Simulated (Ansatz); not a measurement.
`[F][Ge]([F])([F])[GeH3]` + H₂S → `[F][Ge]([F])([F])[SH]` + GeH₄ at 600 K and 1 bar (cleavage of the Ge–Ge bond).

Computed with Ansatz on PBE0-D4/def2-TZVP structures; ΔE is electronic, products minus reactants. CBS: MP2 limit from def2 TZ/QZ plus the TZ coupled-cluster correction, frozen cores. This one scheme is used for every species. For Ge outer-core shells are correlated without core-valence functions, which leaves a few kJ/mol of doubt a bond. Scalar relativity is left out up to krypton. One conformer a species, not always the lowest.

```
                  species  CCSD(T)/CBS energy (Eh)  H − E (kJ/mol)  S (J/(mol·K))
`[F][Ge]([F])([F])[GeH3]`              -4453.52870           144.8          466.6
                      H₂S               -398.97279            60.8          230.9
  `[F][Ge]([F])([F])[SH]`              -2774.00787            97.3          429.2
                     GeH₄              -2078.49493           105.8          256.4
```

H − E and S are ideal-gas, rigid-rotor, harmonic terms from PBE0-D4/def2-TZVP, for one conformer and one mirror image of each species. 1 Eh = 2625.50 kJ/mol, R = 8.31446 J/(mol·K).

Problem. By hand: ΔE, ΔH, ΔS and ΔG.

Solution. ΔE = (-2774.00787) + (-2078.49493) − (-4453.52870) − (-398.97279) = -0.00131 Eh = -3.4 kJ/mol. Δ(H − E) = 97.3 + 105.8 − 144.8 − 60.8 = -2.5, so ΔH = -5.9 kJ/mol. ΔS = 429.2 + 256.4 − 466.6 − 230.9 = -11.9 J/(mol·K). ΔG = -5.9 − 600 × (-11.9)/1000 = 1.2 kJ/mol.

Problem. By hand: the equilibrium constant, and the temperature at which ΔG would vanish if ΔH and ΔS stayed fixed.

Solution. log₁₀ K = −ΔG/(RT ln 10) = -0.1. ΔG = 0 at ΔH/ΔS = 496 K, though so small a ΔH makes that figure unsure.

TΔS isn't small against ΔH here. The sign of ΔG lies within the doubt. A doubt of 5 kJ/mol in ΔE shifts log₁₀ K by 0.4 here. Other conformers and mirror images would add mixing entropy, several J/(mol·K) or more a flexible species. Modes under 60 cm⁻¹, often nearly free rotors, make the harmonic entropy too high. These are equilibria of isolated gas molecules and say nothing of rates. Largest T1 diagnostic: 0.013 (customary marks: 0.02 for closed shells, 0.045 for open ones).
